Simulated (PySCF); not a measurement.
A run for PySCF: R-B3LYP/LANL2DZ on H3NSSn (SMILES [NH2][Sn][SH]), a point of a torsion scan.

```python
from pyscf import gto, scf, dft, mp
from pyscf.data.elements import chemcore

mol = gto.M(
    atom='''
    N    -1.30445368    0.15925066    0.33499274
    Sn   -1.01805331   -1.74542757    1.09435799
    S    -0.18374433   -0.96811099    3.26422835
    H    -0.57121095    0.84802215    0.23275058
    H    -1.87613226    0.24765336   -0.49902425
    H     0.04351673   -2.16167478    3.80143556
    ''',
    basis='lanl2dz',
    ecp={'S': 'lanl2dz', 'Sn': 'lanl2dz'},
    charge=0, spin=0, verbose=3, max_memory=1800)
mf = dft.RKS(mol, xc='b3lyp')
mf.conv_tol = 1e-8
mf.max_cycle = 100
mf.kernel()
if not mf.converged:
    mf = mf.newton().run(mf.mo_coeff, mf.mo_occ)
```

Task: Give the final energy of this run.

Result: -70.0685 hartree.
